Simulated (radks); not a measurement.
Initial-state core-level shifts of the lead ion Pb+ when its valence configuration changes from [Hg] 6p1. All-electron calculation, Dirac Kohn-Sham, BLYP, spin-unpolarised, spherical densities, finite nucleus; open shells fill j = l - 1/2 first; Fermi nuclear charge, rms radius 5.5012 fm. Program: a radial shooting solver on a logarithmic mesh with Libxc functionals. Shifts are changes of the shell-averaged eigenvalues in eV (positive: less bound); the change of the density at the nucleus, which sets a Mossbauer isomer shift, is in e/bohr^3, on a base of 2.737e+06.

| valence | 3p | 4s | 4p | 4d | density at nucleus |
|---|---|---|---|---|---|
| [Xe] 4f14 5d9.5 6s2 6p1.5 | -2.810 | -2.776 | -2.773 | -2.772 | +46.7 |
| [Xe] 4f12 5d10 6s2 6p3 | -48.615 | -42.336 | -40.943 | -39.697 | +657.3 |
| [Xe] 4f14 5d10 6p3 | -3.322 | -3.332 | -3.330 | -3.326 | -520.0 |
| [Xe] 4f13 5d9.5 6s2 6p2.5 | -26.756 | -23.753 | -23.071 | -22.452 | +371.2 |
| [Xe] 4f14 5d9 6s2 6p2 | -5.639 | -5.566 | -5.559 | -5.557 | +95.1 |
| [Xe] 4f12 5d9.5 6s2 6p3.5 | -52.024 | -45.676 | -44.276 | -43.026 | +707.0 |
| [Xe] 4f14 5d10 6s1.5 6p1.5 | -0.677 | -0.680 | -0.679 | -0.678 | -121.2 |
| [Xe] 4f14 5d8 6s2 6p3 | -12.097 | -11.928 | -11.912 | -11.906 | +187.6 |
| [Xe] 4f14 5d10 6s1 6p2 | -1.338 | -1.343 | -1.342 | -1.341 | -245.9 |
